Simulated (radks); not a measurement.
Results of a calculation; reference values are marked as such.
Task: The mean radii <r> (bohr) of the occupied orbitals of an atom or ion are listed with their occupations. Level of theory: scalar-relativistic Kohn-Sham, PBE, spin-polarised, spherical densities, finite nucleus; Fermi nuclear charge, rms radius of each element as measured or else 0.836 A^(1/3) + 0.57 fm (a radial shooting solver on a logarithmic mesh with Libxc functionals).

| orbital | occ. | <r> |
|---|---|---|
| 1s up | 1 | 0.02558 |
| 1s down | 1 | 0.02558 |
| 2s up | 1 | 0.1098 |
| 2s down | 1 | 0.1098 |
| 2p up | 3 | 0.09619 |
| 2p down | 3 | 0.09619 |
| 3s up | 1 | 0.2920 |
| 3s down | 1 | 0.2920 |
| 3p up | 3 | 0.2899 |
| 3p down | 3 | 0.2899 |
| 3d up | 5 | 0.2666 |
| 3d down | 5 | 0.2666 |
| 4s up | 1 | 0.6739 |
| 4s down | 1 | 0.6739 |
| 4p up | 3 | 0.7155 |
| 4p down | 3 | 0.7155 |
| 4d up | 5 | 0.8003 |
| 4d down | 5 | 0.8002 |
| 5s up | 1 | 1.638 |
| 5s down | 1 | 1.635 |
| 5p up | 3 | 1.916 |
| 5p down | 3 | 1.907 |
| 6s up | 1 | 4.307 |

Name the element and its charge. Open shells, if any, are filled with parallel spins first.

Result: Z = 56, barium, charge +1: Ba+ in [Xe] 6s1. The 1s radius gives Z: for a bare nucleus <r> = (2 gamma + 1)/(2Z) with gamma = sqrt(1 - (Z/c)^2), 0.02523 bohr for Z = 56, and screening makes it slightly larger (0.02558 here). The occupations add up to 55, and the charge is Z minus that.
